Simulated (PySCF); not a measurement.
# Two-component Hartree-Fock for Ru²⁴⁺ (ruthenium, charge +24)

Start: [Ar] 3d2; 3d3/2 filled at m_j = +1/2, +3/2. Calculated with PySCF 2.14 in an uncontracted even-tempered set (16 s from 3.2 bohr⁻², ratio 2.8; 12 p from 4.2 bohr⁻², ratio 2.8; 8 d from 4.2 bohr⁻², ratio 2.8; 3 f from 13 bohr⁻², ratio 3): generalised Hartree-Fock with the X2C-1e Hamiltonian and a Gaussian nucleus; one run each with spin-orbit coupling (SO) switched off, then screened by Boettger's factors.

```tsv
spinor shell	electrons	ε, spin-free (eV)	ε, screened SO (eV)	weight of nominal j (screened SO)	rms radius, screened SO (bohr)
1s1/2	2	-23246.2	-23244.5	1.000	0.0384
2s1/2	2	-4269.1	-4268.4	1.000	0.156
2p1/2	2	-3924.7	-4019.2	0.999	0.136
2p3/2	4	-3924.7	-3879.9	1.000	0.140
3s1/2	2	-1448.4	-1448.2	1.000	0.395
3p1/2	2	-1328.1	-1353.5	0.976	0.386
3p3/2	4	-1328.1	-1315.9	0.988	0.395
3d3/2	2	-1186.2	-1188.3	0.955	0.352
```

```tsv
quantity	spin-free	screened SO
E (hartree)	-4172.91850	-4173.76247
M_J	2	2
⟨J²⟩	8.001	6.280
⟨L²⟩	12.001	11.085
⟨S²⟩	2.000	1.717
```

Each row is a mean over spinors that exchange with the open shell spreads, by up to 16.412 eV (3p1/2).

⟨J²⟩ departs a little from M_J(M_J + 1) because the unrestricted spinors polarise the closed shells.

Breit and QED terms are absent; they matter most for the inner s and p1/2 levels.

Densities and radii are taken from the X2C orbitals without a picture-change correction, which distorts them close to the nucleus.

Without spin-orbit coupling the j labels of p, d and f shells carry no meaning; the spin-free column gives the mean over the occupied spinors of each nl shell, and its ⟨J²⟩ belongs to a mixture of degenerate components.
